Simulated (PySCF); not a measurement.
A structure optimised at B3LYP-D3(BJ)/def2-SVP, used in a PySCF frequency run:

```
C
H 1 1.1008
H 1 1.1054 2 106.49
C 1 1.5016 2 109.27 3 117.50
C 4 1.3315 1 125.40 2 4.28
F 5 1.3441 4 122.56 1 -1.05
H 5 1.0938 4 125.17 1 179.31
H 4 1.0950 5 116.27 7 0.61
C 1 1.5339 2 110.11 3 -118.00
H 9 1.1015 1 111.01 2 -60.94
H 9 1.1015 10 108.05 1 -122.02
H 9 1.1026 10 107.56 11 -116.00
```
Charge 0, spin multiplicity 1.

Problem. Write its SMILES and formula.

Solution. CC/C=C\F, C4H7F

Problem. What are its rotational constants (standard atomic weights)?

Solution. 11.914, 2.6706, 2.4300 GHz
